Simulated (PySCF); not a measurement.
A calculated (LDA, PySCF 2.14, ANO-RCC-VTZP, the spin-free X2C one-electron Hamiltonian (Gaussian nucleus)) atom or ion has these occupied shells.

```
shell  electrons  orbital energy (eV)  rms radius, mean of both spins (bohr)
 1s α          1             -25255.1                                 0.0357
 1s β          1             -25255.1                                 0.0357
 2s α          1              -3725.1                                  0.146
 2s β          1              -3725.0                                  0.146
 2p α          3              -3346.4                                  0.130
 2p β          3              -3346.3                                  0.130
 3s α          1              -686.44                                  0.395
 3s β          1              -686.31                                  0.395
 3p α          3              -561.76                                  0.396
 3p β          3              -561.62                                  0.396
 3d α          5              -363.65                                  0.378
 3d β          5              -363.47                                  0.378
 4s α          1              -99.624                                  0.969
 4s β          1              -98.888                                  0.969
 4p α          3              -63.189                                   1.07
 4p β          3              -62.447                                   1.07
 4d α          5              -11.442                                   1.51
 4d β          4              -10.718                                   1.51
 5s α          1               -6.043                                   3.19
 5s β          1               -5.849                                   3.19
```

Task: Name the element and its charge.

Result: Ag (silver, neutral), in [Kr] 4d9 5s2, 2D determinant (an excited configuration).
